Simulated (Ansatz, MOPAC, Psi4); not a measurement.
System: dimethylborinic acid, C2H7BO, charge 0, multiplicity 1. SMILES: CB(C)O
Geometry: optimised at B3LYP-D3(BJ)/def2-TZVP (Ansatz, a first-principles code).

Property: vertical ionisation energy to the doublet, in eV. Conventions: six Cartesian d functions in 6-31G* and its kin unless marked 5d; no spin-orbit coupling; open shells spin-unrestricted; each state is the SCF solution reached for its charge and spin; dispersion terms only where a functional's name holds one; valence correlation only; 6-311+G** with 5d; non-relativistic; PM7 with its own dispersion and hydrogen-bond terms. CBS(X,Y): correlation extrapolated as X^-3; Hartree-Fock from the larger set. The bracket is a focal-point correction in the basis named. First-principles rows: single points at B3LYP-D3(BJ) geometries (Ansatz). Semi-empirical rows: differences of heats of formation at the shared geometry for vertical values.

Coupled cluster (Ansatz) is a level with limits of its own, used here on species with T1 under 0.025 (0.045 for open shells) and stable references: RI-MP2/CBS(aug-cc-pVTZ,aug-cc-pVQZ)+[CCSD(T)-MP2]/aug-cc-pVTZ.

Value to compare with, RI-MP2/CBS(aug-cc-pVTZ,aug-cc-pVQZ)+[CCSD(T)-MP2]/aug-cc-pVTZ (Ansatz): 11.09 eV.

```csv
level,program,vertical ionisation energy to the doublet (eV),difference
AM1,MOPAC,10.75,-0.34
PM6,MOPAC,10.48,-0.61
PM7,MOPAC,10.51,-0.58
MNDO,MOPAC,11.29,0.20
HF/6-311+G**,Ansatz,10.46,-0.63
PBE/6-31G*,Ansatz,10.05,-1.04
B3LYP/STO-3G,Ansatz,8.99,-2.10
B3LYP/3-21G,Ansatz,10.45,-0.64
B3LYP/6-31G*,Ansatz,10.44,-0.65
B3LYP/6-311+G**,Ansatz,10.69,-0.40
wB97X-D/6-31G*,Psi4,10.60,-0.49
MP2/6-31G*,Ansatz,10.61,-0.48
MP2/6-311+G**,Ansatz,10.96,-0.13
PBE/def2-TZVPD,Ansatz,10.30,-0.79
B3LYP/def2-TZVPD,Ansatz,10.66,-0.43
wB97M-V/def2-TZVPD,Ansatz,10.84,-0.25
```

Among the 13 habitual levels, B3LYP/STO-3G lies farthest from RI-MP2/CBS(aug-cc-pVTZ,aug-cc-pVQZ)+[CCSD(T)-MP2]/aug-cc-pVTZ (Ansatz) (-2.10 eV) and MP2/6-311+G** nearest (-0.13); 1 of 13 lie above it, and their mean absolute difference is 0.64 eV, the median 0.58. One case shows no general order.

The levels are drawn from those run, B3LYP/6-31G* more often than the rest, none by its result; left out are runs that failed, that the program found above a lower state of the same kind, or whose <S^2> lies over 0.5 above the pure value.
